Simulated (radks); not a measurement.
Values are calculated unless marked as measured or tabulated.
Question: Successive ionisation energies (eV) of one element, from differences of total energies of ions in their ground configurations, starting at charge 0: 22.167, 41.568, 63.492, 97.646, 127.01, 158.16, 204.91. Level of theory: scalar-relativistic Kohn-Sham, LDA (Slater exchange, Perdew-Wang correlation), spin-polarised, spherical densities, point nucleus; open shells are filled with parallel spins first (a radial shooting solver on a logarithmic mesh with Libxc functionals). Which element is it?

Answer: Neon (Z = 10). The first species listed is Ne in [Ne], the last Ne6+ in [He] 2s2.
